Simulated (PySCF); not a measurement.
Delta-SCF ions had no search for a lower state. 

Cartesian coordinates (Å):
```xyz
8

C      1.8517     0.1340    -0.4414
C      0.7338    -0.1825    -0.1414
C     -0.6217    -0.5499     0.2003
S     -1.5964     0.8154     0.9108
H      2.8451     0.4139    -0.7010
H     -0.6240    -1.3242     0.9716
H     -1.1412    -0.9566    -0.6695
H     -1.4473     1.6499    -0.1294
```
Charge 0, spin multiplicity 1.

Q: Estimate the vertical ionisation energy (Delta-SCF), dipole moment and LUMO that M06-2X/def2-TZVP // PBE0-D3(BJ)/def2-TZVP (PySCF) returns for this input.

A: 
```yaml
vertical ionisation energy (Delta-SCF): 9.55 eV
dipole_moment: 0.231 e·Å
LUMO: 0.97 eV
```
